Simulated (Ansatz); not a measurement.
A nudged elastic band was laid between two geometries of C3H9NSi (14 atoms, charge 0, multiplicity 1).

All numbers below come from RKS PBE0-D4/6-31G (Ansatz 0.2.0).

| Property | Result |
| --- | --- |
| movable images | 9 |
| climbing image | yes |
| spring | 5.0 eV/Å² |
| optimiser | quadratic models (default) |
| start path | IDPP |
| force threshold | 0.05 eV/Å |
| iteration limit | 37 |
| end points | relaxed |

Initial state:

```xyz
14
Properties=species:S:1:pos:R:3
C -1.756 0.639 -0.551
C -0.497 -0.187 -0.505
Si -0.102 -1.535 0.790
N 0.497 0.149 0.542
C 1.801 0.685 0.199
H -1.555 1.626 -0.989
H -2.149 0.797 0.457
H -2.526 0.148 -1.155
H -0.065 -0.401 -1.493
H 0.759 -2.680 0.338
H -0.872 -1.794 2.043
H 2.304 0.142 -0.621
H 1.700 1.733 -0.105
H 2.448 0.651 1.080
```

Final state:

```xyz
14
Properties=species:S:1:pos:R:3
C -1.653 0.791 -0.656
C -0.410 -0.057 -0.605
Si -0.208 -1.671 0.397
N 0.407 0.009 0.631
C 1.741 0.578 0.626
H -2.311 0.473 -1.473
H -1.396 1.847 -0.817
H -2.206 0.724 0.285
H 0.173 -0.056 -1.538
H 0.717 -2.712 -0.165
H -1.160 -2.182 1.429
H 2.372 0.227 -0.211
H 1.676 1.672 0.562
H 2.244 0.325 1.564
```

Question: Which bonds break or form, and what moves?

Answer: No bond is made or broken. The dihedral H8–C1–C2–Si3 goes from -90 to 31°. The two ends are copies of one structure, up to a mirror image or an exchange of like atoms.

Question: Give the energies along the band, and the barrier.

Answer: The run converged. The highest image is number 5 of 0 to 10, 2.5 kcal/mol above the ends, which have the same energy within 2 meV. A vibrational analysis at the climbing image gives one clearly imaginary mode, 209i cm⁻¹: a first-order saddle point. Limits of this set-up: no polarisation functions.

```json
{"image": "0", "path coordinate (Å)": "0.00", "energy (kcal/mol)": "0.0", "dihedral H8–C1–C2–Si3 (°)": "-90"}
{"image": "1", "path coordinate (Å)": "0.36", "energy (kcal/mol)": "0.2", "dihedral H8–C1–C2–Si3 (°)": "-78"}
{"image": "2", "path coordinate (Å)": "0.71", "energy (kcal/mol)": "0.8", "dihedral H8–C1–C2–Si3 (°)": "-66"}
{"image": "3", "path coordinate (Å)": "1.07", "energy (kcal/mol)": "1.6", "dihedral H8–C1–C2–Si3 (°)": "-54"}
{"image": "4", "path coordinate (Å)": "1.42", "energy (kcal/mol)": "2.2", "dihedral H8–C1–C2–Si3 (°)": "-42"}
{"image": "5", "path coordinate (Å)": "1.78", "energy (kcal/mol)": "2.5", "dihedral H8–C1–C2–Si3 (°)": "-29"}
{"image": "6", "path coordinate (Å)": "2.13", "energy (kcal/mol)": "2.2", "dihedral H8–C1–C2–Si3 (°)": "-17"}
{"image": "7", "path coordinate (Å)": "2.48", "energy (kcal/mol)": "1.6", "dihedral H8–C1–C2–Si3 (°)": "-5"}
{"image": "8", "path coordinate (Å)": "2.84", "energy (kcal/mol)": "0.8", "dihedral H8–C1–C2–Si3 (°)": "7"}
{"image": "9", "path coordinate (Å)": "3.19", "energy (kcal/mol)": "0.2", "dihedral H8–C1–C2–Si3 (°)": "19"}
{"image": "10", "path coordinate (Å)": "3.54", "energy (kcal/mol)": "0.0", "dihedral H8–C1–C2–Si3 (°)": "31"}
```

Question: What is the geometry of the highest image?

Answer: 
```xyz
14
Properties=species:S:1:pos:R:3:forces:R:3
C -1.679 0.775 -0.635 0.01 0.00 0.01
C -0.425 -0.079 -0.593 -0.01 -0.01 -0.01
Si -0.176 -1.674 0.431 0.00 -0.02 0.00
N 0.426 0.010 0.621 -0.01 0.02 0.01
C 1.749 0.602 0.575 0.01 0.00 0.00
H -1.786 1.275 -1.605 0.00 0.00 0.00
H -1.610 1.540 0.144 -0.01 0.01 0.00
H -2.594 0.201 -0.457 0.00 -0.01 0.00
H 0.141 -0.096 -1.536 0.00 0.01 0.00
H 0.742 -2.722 -0.132 0.00 0.00 0.00
H -1.106 -2.174 1.488 0.00 0.00 0.00
H 2.362 0.254 -0.276 0.00 0.00 0.00
H 1.663 1.693 0.503 0.00 0.00 0.00
H 2.282 0.367 1.501 0.00 0.00 0.00
```

Question: What are the harmonic wavenumbers there?

Answer: 209i, 145, 193, 236, 315, 390, 532, 561, 598, 633, 676, 806, 921, 1004, 1092, 1126, 1133, 1163, 1211, 1267, 1394, 1452, 1493, 1528, 1531, 1546, 1549, 2179, 2229, 2980, 3057, 3068, 3090, 3150, 3156, 3162 cm⁻¹.

Run time: 3.2 min on 1 thread of Arm Neoverse V1 (shared host), peak memory 0.16 GiB.
